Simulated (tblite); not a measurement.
A tight-binding relaxation on `B[C@H](C)CO/C=C\C[SiH3]`.

Computed with GFN2-xTB geometry optimisation, gas phase (tblite 0.8.0). Start geometry: from a force field or distance geometry. The command runs a driver script over a list of jobs; the input below is this job's line of settings and its coordinates in Å.

Command:
```bash
OMP_NUM_THREADS=1 python probes_run.py task.json out
```

Input:
```
{"job": {"kind": "relax", "xc": "GFN2-xTB", "basis": "xTB"}, "charge": 0, "multiplicity": 1}
B      2.179500    -1.358300     0.963500
C      2.116000    -0.649200    -0.454800
C      3.360100     0.180200    -0.601400
C      0.824300     0.036800    -0.771900
O      0.432700     1.043800     0.102000
C     -0.701600     1.824200     0.030900
C     -1.910200     1.448000     0.315800
C     -2.314300     0.110000     0.770100
Si    -3.542500    -0.674100    -0.414100
H      3.028400    -0.986300     1.708600
H      1.393000    -2.144700     1.333400
H      2.217200    -1.498400    -1.190800
H      4.186300    -0.547100    -0.779200
H      3.652300     0.738000     0.286900
H      3.297400     0.782500    -1.532200
H      0.049700    -0.765900    -0.775600
H      0.901400     0.371000    -1.831500
H     -0.549500     2.862400    -0.289200
H     -2.709200     2.198000     0.224600
H     -1.503000    -0.572800     1.031600
H     -2.914900     0.280000     1.717900
H     -3.178500    -2.076300    -0.615400
H     -4.885100    -0.576300     0.168300
H     -3.440900    -0.005800    -1.723100
```

Task: Estimate the output.

Result: 
```
step      E/eV     max force
  0    -746.81101    2.441
  1    -747.06465    1.614
  2    -747.13902    0.857
  3    -747.19120    0.485
  4    -747.25822    0.380
  5    -747.27581    0.378
  6    -747.29872    0.250
  7    -747.31088    0.346
  8    -747.32954    0.436
  9    -747.34806    0.389
... (250 lines left out)
260    -747.71175    0.025
261    -747.71184    0.024
262    -747.71195    0.025
263    -747.71207    0.018
264    -747.71217    0.017
265    -747.71222    0.013
266    -747.71228    0.014
267    -747.71232    0.013
268    -747.71235    0.010
269    -747.71237    0.010
```

«max force» is the largest atomic force in eV/Å.

Task: From which step on does the largest force stay under 0.1 eV/Å, and how much energy is left to gain from there?

Result: From step 156 (0.084 eV/Å), 39.8 meV above the end.

Main results: energy lowered by 20.8 kcal/mol over 269 steps; largest atomic force 0.010 eV/Å at the end.

Task: Give the final coordinates.

Result: 1.618 Å rms from the input after alignment:
```
atom  x, y, z in Å
B1     1.6197   -1.9141   -0.6586
C2     2.2298   -0.4690   -0.8515
C3     2.9267    0.1198    0.3797
C4     1.1802    0.5184   -1.3781
O5     0.0940    0.5263   -0.4754
C6    -0.9504    1.3384   -0.8156
C7    -2.0229    1.4627   -0.0429
C8    -2.2050    0.7200    1.2356
Si9   -3.0129   -0.9776    0.9135
H10    1.9590   -2.5907    0.2298
H11    0.8673   -2.3250   -1.4516
H12    2.9820   -0.5616   -1.6490
H13    3.6908   -0.5598    0.7479
H14    2.1991    0.2847    1.1697
H15    3.3980    1.0730    0.1415
H16    0.8348    0.2071   -2.3748
H17    1.6044    1.5316   -1.4599
H18   -0.8482    1.8804   -1.7494
H19   -2.8264    2.1018   -0.3733
H20   -1.2316    0.5607    1.6999
H21   -2.8140    1.3069    1.9238
H22   -3.2223   -1.6549    2.1973
H23   -4.3119   -0.7737    0.2633
H24   -2.1520   -1.7855    0.0527
```

Time: 4.5 s. Hardware: Arm Neoverse N1, one thread, no GPU, shared host.
Labels such as C1 count atoms from 1, the log's own numbers from 0.
